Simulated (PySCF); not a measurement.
## Atomic charges against the basis set

Species: C₅H₆F₂.
Z-matrix (Å and degrees, PBE0-D3(BJ)/def2-SVP geometry), rows numbered from 1:
```
C 
C   1  1.3399
C   2  1.4480  1  123.42
F   3  1.3368  2  115.41  1    -0.06
C   3  1.3472  2  126.80  1   179.88
C   5  1.4808  3  128.56  2     0.13
F   5  1.3349  3  117.99  2  -179.89
H   1  1.0922  2  121.17  3     0.06
H   1  1.0915  2  120.87  3  -179.88
H   2  1.0926  1  119.96  3   179.93
H   6  1.0956  5  112.37  3    -0.39
H   6  1.1021  5  110.02  3   120.71
H   6  1.1021  5  109.96  3  -121.36
```

PBE0 throughout (PySCF), one geometry, spherical d and f functions. The structure is a single PBE0-D3(BJ)/def2-SVP conformer in the gas phase; no vibrational or solvent corrections. The first 7 of 11 kinds of atom are listed.

Mulliken charges (e):

```
        basis  functions      C1      C2      C3      F4      C5      C6      F7
       STO-3G         41  -0.172  -0.101  +0.057  -0.077  +0.077  -0.252  -0.070
        6-31G         75  -0.371  -0.125  +0.251  -0.316  +0.285  -0.553  -0.307
     pcSseg-0         75  -0.395  -0.262  +0.264  -0.356  +0.243  -0.647  -0.345
       6-31G*        110  -0.406  -0.178  +0.323  -0.317  +0.344  -0.622  -0.308
      cc-pVDZ        128  -0.015  -0.142  +0.165  -0.168  +0.043  -0.046  -0.166
     def2-SVP        128  -0.067  -0.118  +0.205  -0.207  +0.054  -0.017  -0.201
  aug-cc-pVDZ        215  +0.270  +1.294  +1.024  -0.635  +0.184  +0.240  -0.602
6-311+G(2d,p)        225  -0.460  +0.251  +0.176  -0.344  +0.457  -0.649  -0.292
    def2-TZVP        253  -0.285  -0.183  +0.224  -0.190  +0.165  -0.359  -0.175
      cc-pVTZ        294  -0.282  -0.158  +0.190  -0.158  +0.151  -0.298  -0.154
     IGLO-III        305  -0.229  -0.153  +0.283  -0.240  +0.259  -0.404  -0.227
```

IAO charges (e):

```json
{"basis": "STO-3G", "functions": "41", "C1": "-0.265", "C2": "-0.168", "C3": "+0.076", "F4": "-0.092", "C5": "+0.101", "C6": "-0.416", "F7": "-0.081"}
{"basis": "6-31G", "functions": "75", "C1": "-0.307", "C2": "-0.169", "C3": "+0.205", "F4": "-0.249", "C5": "+0.232", "C6": "-0.455", "F7": "-0.242"}
{"basis": "pcSseg-0", "functions": "75", "C1": "-0.292", "C2": "-0.173", "C3": "+0.196", "F4": "-0.237", "C5": "+0.219", "C6": "-0.450", "F7": "-0.229"}
{"basis": "6-31G*", "functions": "110", "C1": "-0.302", "C2": "-0.165", "C3": "+0.226", "F4": "-0.258", "C5": "+0.252", "C6": "-0.437", "F7": "-0.252"}
{"basis": "cc-pVDZ", "functions": "128", "C1": "-0.308", "C2": "-0.167", "C3": "+0.225", "F4": "-0.258", "C5": "+0.255", "C6": "-0.437", "F7": "-0.252"}
{"basis": "def2-SVP", "functions": "128", "C1": "-0.297", "C2": "-0.165", "C3": "+0.223", "F4": "-0.258", "C5": "+0.253", "C6": "-0.428", "F7": "-0.252"}
{"basis": "aug-cc-pVDZ", "functions": "215", "C1": "-0.321", "C2": "-0.168", "C3": "+0.232", "F4": "-0.270", "C5": "+0.262", "C6": "-0.443", "F7": "-0.265"}
{"basis": "6-311+G(2d,p)", "functions": "225", "C1": "-0.320", "C2": "-0.168", "C3": "+0.232", "F4": "-0.271", "C5": "+0.262", "C6": "-0.445", "F7": "-0.266"}
{"basis": "def2-TZVP", "functions": "253", "C1": "-0.320", "C2": "-0.168", "C3": "+0.234", "F4": "-0.270", "C5": "+0.264", "C6": "-0.446", "F7": "-0.265"}
{"basis": "cc-pVTZ", "functions": "294", "C1": "-0.320", "C2": "-0.168", "C3": "+0.233", "F4": "-0.268", "C5": "+0.263", "C6": "-0.447", "F7": "-0.263"}
{"basis": "IGLO-III", "functions": "305", "C1": "-0.322", "C2": "-0.169", "C3": "+0.233", "F4": "-0.271", "C5": "+0.264", "C6": "-0.447", "F7": "-0.266"}
```

Hirshfeld charges (e):

```json
{"basis": "STO-3G", "functions": "41", "C1": "-0.068", "C2": "-0.041", "C3": "+0.022", "F4": "-0.036", "C5": "+0.032", "C6": "-0.039", "F7": "-0.028"}
{"basis": "6-31G", "functions": "75", "C1": "-0.094", "C2": "-0.060", "C3": "+0.049", "F4": "-0.084", "C5": "+0.069", "C6": "-0.098", "F7": "-0.089"}
{"basis": "pcSseg-0", "functions": "75", "C1": "-0.089", "C2": "-0.062", "C3": "+0.047", "F4": "-0.077", "C5": "+0.071", "C6": "-0.103", "F7": "-0.081"}
{"basis": "6-31G*", "functions": "110", "C1": "-0.098", "C2": "-0.061", "C3": "+0.047", "F4": "-0.075", "C5": "+0.067", "C6": "-0.099", "F7": "-0.079"}
{"basis": "cc-pVDZ", "functions": "128", "C1": "-0.099", "C2": "-0.064", "C3": "+0.041", "F4": "-0.063", "C5": "+0.064", "C6": "-0.112", "F7": "-0.068"}
{"basis": "def2-SVP", "functions": "128", "C1": "-0.099", "C2": "-0.064", "C3": "+0.048", "F4": "-0.071", "C5": "+0.071", "C6": "-0.115", "F7": "-0.075"}
{"basis": "aug-cc-pVDZ", "functions": "215", "C1": "-0.104", "C2": "-0.067", "C3": "+0.047", "F4": "-0.075", "C5": "+0.070", "C6": "-0.123", "F7": "-0.079"}
{"basis": "6-311+G(2d,p)", "functions": "225", "C1": "-0.100", "C2": "-0.067", "C3": "+0.045", "F4": "-0.077", "C5": "+0.068", "C6": "-0.114", "F7": "-0.082"}
{"basis": "def2-TZVP", "functions": "253", "C1": "-0.103", "C2": "-0.065", "C3": "+0.047", "F4": "-0.075", "C5": "+0.070", "C6": "-0.118", "F7": "-0.079"}
{"basis": "cc-pVTZ", "functions": "294", "C1": "-0.103", "C2": "-0.065", "C3": "+0.047", "F4": "-0.072", "C5": "+0.070", "C6": "-0.120", "F7": "-0.076"}
{"basis": "IGLO-III", "functions": "305", "C1": "-0.103", "C2": "-0.066", "C3": "+0.047", "F4": "-0.075", "C5": "+0.070", "C6": "-0.122", "F7": "-0.080"}
```

Which scheme is steadiest as the basis changes?

Largest range over the bases for any column: Hirshfeld 0.08 e, IAO 0.18 e, Mulliken 1.56 e. Hirshfeld charges move least and Mulliken charges most, counted in e. Without the minimal STO-3G basis the ranges are Hirshfeld 0.03, IAO 0.05, Mulliken 1.56 e.

How much do the charges still move between the two largest bases, cc-pVTZ and IGLO-III?

At most, over all atoms: Mulliken 0.108 e, IAO 0.003 e, Hirshfeld 0.004 e.

What do the same runs give for the total energy, the frontier levels and the dipole moment?

| basis | energy (Eh) | HOMO (eV) | LUMO (eV) | μ (D) |
| --- | --- | --- | --- | --- |
| STO-3G | -388.1403 | -3.41 | 2.27 | 1.31 |
| 6-31G | -393.2578 | -6.35 | -0.66 | 3.05 |
| pcSseg-0 | -392.4570 | -6.58 | -0.94 | 3.12 |
| 6-31G* | -393.3431 | -6.15 | -0.49 | 2.46 |
| cc-pVDZ | -393.3756 | -6.30 | -0.68 | 2.53 |
| def2-SVP | -393.0609 | -6.41 | -0.78 | 2.65 |
| aug-cc-pVDZ | -393.4046 | -6.53 | -0.96 | 2.73 |
| 6-311+G(2d,p) | -393.4771 | -6.56 | -0.97 | 2.79 |
| def2-TZVP | -393.5136 | -6.51 | -0.90 | 2.67 |
| cc-pVTZ | -393.4973 | -6.46 | -0.84 | 2.60 |
| IGLO-III | -393.5210 | -6.54 | -0.95 | 2.72 |

The dipole is fixed by the density alone, so its range of 1.81 D shows that the density itself changes with the basis, not only its division among atoms.
